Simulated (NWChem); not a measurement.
System: InCl, singlet; SMILES [Cl][In]

```xyz
2

In     0.0000     0.0000    -0.6362
Cl     0.0000     0.0000     1.7937
```
Atoms are numbered in this order, from 1.

Low-valent species are run as closed-shell singlets; no triplet was tried in these runs. All runs use the structure optimised with PBE0/def2-SVP. def2 effective core potentials on In; no spin-orbit coupling.

Q: List the 4 lowest vertical singlet excitations from PBE0/def2-SVP with def2 effective core potentials on In, TDA (NWChem).

A: 
```csv
state,energy (eV),oscillator strength,leading excitation (squared amplitude)
S1,4.61,0.130,HOMO → LUMO (0.96)
S2,4.61,0.130,HOMO → LUMO+1 (0.96)
S3,4.99,0.000,HOMO−1 → LUMO (0.50)
S4,5.05,0.000,HOMO−2 → LUMO (0.50)
```
